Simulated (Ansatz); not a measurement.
Calculated with Ansatz (gas phase, PBE0-D4/def2-TZVP geometries, no zero-point term in ΔE). CCSD(T)/CBS adds triple-zeta CCSD(T) − MP2 to the extrapolated MP2 energy (def2 sets, frozen cores). This one scheme is used for every species. Functionals use def2-TZVPP. One conformer a species, not always the lowest.

Reaction (ligand exchange at the Si–C bond): `BCS[SiH2]C` + H–F → `BCS[SiH2]F` + CH₄

```tsv
level	ΔE (kJ/mol)	difference from CCSD(T)/CBS
LDA (SPW92)	-134.0	6.4
PBE-D4	-134.8	5.6
r2SCAN-D4	-147.9	-7.5
B97M-V	-152.8	-12.4
r2SCANh-D4	-146.7	-6.3
r2SCAN0-D4	-145.1	-4.7
ωB97X-V	-145.6	-5.2
PBE-QIDH	-139.8	0.6
PBE0	-139.3	1.1
BHLYP	-158.7	-18.3
CAM-B3LYP	-157.0	-16.6
LC-ωPBE	-142.7	-2.3
MP2/def2-SVP	-142.0	-1.6
CCSD/def2-SVP	-143.2	-2.8
CCSD(T)/def2-SVP	-141.7	-1.3
CCSD/def2-TZVPP	-144.0	-3.6
CCSD(T)/CBS	-140.4	0
```

Largest T1 diagnostic among the species: 0.011.

The D4 term adds +7.7 kJ/mol with B3LYP and +4.4 kJ/mol with PBE0; it sums over pairs of atoms, weighted by their polarisabilities, and B3LYP, whose exchange is more repulsive, gets the larger term. Leaving LDA and LC-ωPBE aside and taking each functional with its dispersion term where it has one, the values, not all of them listed here, spread over 22.1 kJ/mol, from B97M-V to revPBE-D4. LDA lies +5.7 kJ/mol from PBE without D4. In def2-TZVPP, CCSD(T) changes the Hartree–Fock value by +24.2 kJ/mol (the triples alone add +2.8 kJ/mol) and MP2 by +24.8 kJ/mol.

CCSD(T)/CBS has its own doubt, a few kJ/mol and more with outer-core shells, so smaller differences from it don't rank the levels.

B3LYP here is the variant with VWN-RPA as its local correlation; programs differ in this.
